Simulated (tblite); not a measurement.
CH₁₃Ge₂NSi₂.
Atom-mapped SMILES: `[NH2:1][Si:2]([GeH3:3])([GeH3:4])[CH2:5][SiH3:6]` (hydrogens: H7, H8 on N1; H9, H10, H11 on Ge3; H12, H13, H14 on Ge4; H15, H16 on C5; H17, H18, H19 on Si6)

Computed with GFN2-xTB (tblite), gas phase: L-BFGS steps from a force-field or distance-geometry start until the largest atomic force falls under 0.01 eV/Å.

Step 0: E = -516.5179 eV
```
atom  x, y, z in Å  |  force x, y, z in eV/Å
N1      0.9645    0.7397   -2.1972   -1.659   0.168   0.097
Si2     0.4261    0.2281   -0.5767    0.960   0.356  -0.575
Ge3     0.9546    1.8910    0.9528   -0.071   0.054  -0.129
Ge4     1.5759   -1.6963   -0.0020    0.045  -0.027   0.064
C5     -1.4167   -0.0946   -0.5881   -0.710   0.207  -0.740
Si6    -2.0427   -0.6419    1.0781   -0.330  -0.276   0.857
H7      0.3924    1.5900   -2.4444    0.989  -1.072   0.001
H8      0.6785   -0.0079   -2.8554    0.440   0.793   0.245
H9      2.4597    2.2274    0.8461   -0.632   0.140   0.310
H10     0.6222    1.4039    2.3892    0.296   0.514  -0.493
H11     0.1008    3.1532    0.6239    0.510  -0.311   0.435
H12     3.0962   -1.4507   -0.1171   -0.519  -0.445   0.120
H13     1.1522   -2.8491   -0.9379    0.375   0.125   0.466
H14     1.2435   -2.0895    1.4667    0.376  -0.070  -0.688
H15    -1.6396   -0.8753   -1.3390   -0.058   0.442   0.225
H16    -1.9415    0.8412   -0.8771    0.173  -0.593  -0.015
H17    -1.7743    0.4075    2.0833   -0.051  -0.119  -0.126
H18    -1.3742   -1.8957    1.4789   -0.091   0.124  -0.052
H19    -3.4875   -0.8718    1.0084   -0.045  -0.011  -0.001
```

Step 1: E = -516.6548 eV
```
atom  x, y, z in Å  |  force x, y, z in eV/Å
N1      0.9408    0.7421   -2.1958   -0.696  -0.233   0.341
Si2     0.4398    0.2332   -0.5849    0.292   0.148  -0.268
Ge3     0.9536    1.8918    0.9509   -0.059   0.030  -0.136
Ge4     1.5765   -1.6967   -0.0011    0.007   0.017  -0.003
C5     -1.4268   -0.0916   -0.5987   -0.076  -0.008   0.079
Si6    -2.0474   -0.6458    1.0904   -0.169  -0.101   0.295
H7      0.4066    1.5747   -2.4444    0.377  -0.188  -0.240
H8      0.6848    0.0035   -2.8519    0.279   0.409  -0.080
H9      2.4506    2.2294    0.8505   -0.550   0.159   0.300
H10     0.6264    1.4112    2.3821    0.272   0.476  -0.442
H11     0.1081    3.1488    0.6301    0.459  -0.247   0.406
H12     3.0888   -1.4571   -0.1154   -0.423  -0.429   0.114
H13     1.1576   -2.8473   -0.9312    0.354   0.094   0.428
H14     1.2489   -2.0905    1.4568    0.345  -0.078  -0.598
H15    -1.6404   -0.8690   -1.3358   -0.144   0.194  -0.027
H16    -1.9390    0.8327   -0.8773   -0.065  -0.197  -0.146
H17    -1.7751    0.4058    2.0815   -0.036  -0.048  -0.035
H18    -1.3755   -1.8939    1.4781   -0.048   0.033  -0.009
H19    -3.4881   -0.8720    1.0083   -0.119  -0.030   0.024
```

**Question.** Estimate the geometry and energy of step 2. (The exact step hangs on the optimiser's Hessian estimate; all steps are aligned on step 1, rigid shifts and turns removed.)

**Answer.** E = -516.7492 eV, largest force 0.668 eV/Å
```
atom  x, y, z in Å  |  force x, y, z in eV/Å
N1      0.9137    0.7368   -2.1863    0.162  -0.251   0.223
Si2     0.4525    0.2390   -0.5950   -0.326  -0.159   0.343
Ge3     0.9516    1.8928    0.9466   -0.043  -0.044  -0.162
Ge4     1.5769   -1.6963   -0.0008   -0.065   0.107  -0.106
C5     -1.4325   -0.0908   -0.6004    0.283  -0.140   0.503
Si6    -2.0536   -0.6499    1.1026   -0.070   0.021  -0.128
H7      0.4217    1.5641   -2.4507   -0.062   0.540  -0.389
H8      0.6945    0.0184   -2.8528    0.139  -0.092  -0.434
H9      2.4328    2.2343    0.8601   -0.380   0.187   0.268
H10     0.6352    1.4266    2.3678    0.222   0.396  -0.318
H11     0.1229    3.1406    0.6432    0.344  -0.103   0.340
H12     3.0749   -1.4708   -0.1117   -0.237  -0.384   0.095
H13     1.1689   -2.8441   -0.9174    0.302   0.018   0.336
H14     1.2599   -2.0929    1.4374    0.281  -0.103  -0.406
H15    -1.6445   -0.8615   -1.3353   -0.160   0.022  -0.131
H16    -1.9398    0.8244   -0.8812   -0.187   0.063  -0.174
H17    -1.7763    0.4039    2.0799   -0.024   0.024   0.059
H18    -1.3772   -1.8924    1.4776   -0.011  -0.057   0.035
H19    -3.4915   -0.8728    1.0090   -0.167  -0.044   0.046
```

The energy changes by -0.0944 eV. The first-order estimate −F·Δx gives -0.1414 eV and the mean of the old and new forces, exact on a quadratic surface, -0.0940 eV. The step makes an angle of 9° with the force vector and moves no atom by more than 0.029 Å.

The cost below is that of the whole relaxation. The run took 2.1 s wall on an Arm Neoverse N1 with one thread (shared host).
